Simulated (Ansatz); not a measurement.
`[SiH3]S[SiH2]Cl` + `O[Si@H](Cl)[Si@@H](O)F` → `F[SiH2]S[SiH3]` + `O[Si@@H](Cl)[Si@@H](O)Cl`  (redistribution)

Gas-phase electronic energies from Ansatz, PBE0-D4/def2-TZVP geometries. CCSD(T)/CBS is the MP2 limit (def2-TZVPP, def2-QZVPP) plus CCSD(T) − MP2 in def2-TZVPP, frozen cores. This one scheme is used for every species. DFT in def2-TZVPP. One conformer a species, not always the lowest.

| level | ΔE (kcal/mol) |
| --- | --- |
| r2SCAN-D4 | 0.4 |
| ωB97X-V | 0.2 |
| r2SCAN | 0.3 |
| HF/def2-TZVPP | -0.8 |
| CCSD/def2-TZVPP | 0.0 |
| CCSD(T)/def2-TZVPP | 0.2 |
| HF/CBS(def2) | -0.7 |
| MP2/CBS(def2) | 0.5 |

**Question.** What does CCSD(T)/CBS give? (Estimate.)

**Answer.** Ansatz gave: +0.4 kcal/mol. The listed levels differ from it by 0.0, -0.2, -0.1, -1.2, -0.4, -0.2, -1.1, 0.1 kcal/mol.

Largest T1 diagnostic among the species: 0.012.

In def2-TZVPP, CCSD(T) changes the Hartree–Fock value by +0.9 kcal/mol (the triples alone add +0.2 kcal/mol) and MP2 by +1.0 kcal/mol.
